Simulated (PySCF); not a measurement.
A structure optimised at PBE-D3(BJ)/def2-SVP, used in a PySCF frequency run:

```
Si
H 1 1.5038
H 1 1.5050 2 109.00
C 1 1.8944 2 111.61 3 -123.52
H 4 1.1082 1 111.24 2 -179.58
H 4 1.1082 5 108.49 1 -122.40
H 4 1.1087 5 108.05 6 -116.90
Si 1 2.3572 2 107.62 3 116.35
O 8 1.7549 1 109.97 2 -57.00
C 9 1.2890 8 123.40 1 50.01
N 10 1.1784 8 148.64 9 179.40
H 8 1.4985 9 102.03 10 172.12
H 8 1.5048 12 109.39 9 -112.86
```
Charge 0, spin multiplicity 1.

Question: Write its SMILES and formula.

Answer: C[SiH2][SiH2]OC#N, C2H7NOSi2

Question: What are its rotational constants (standard atomic weights)?

Answer: 4.4077, 1.1219, 0.94595 GHz
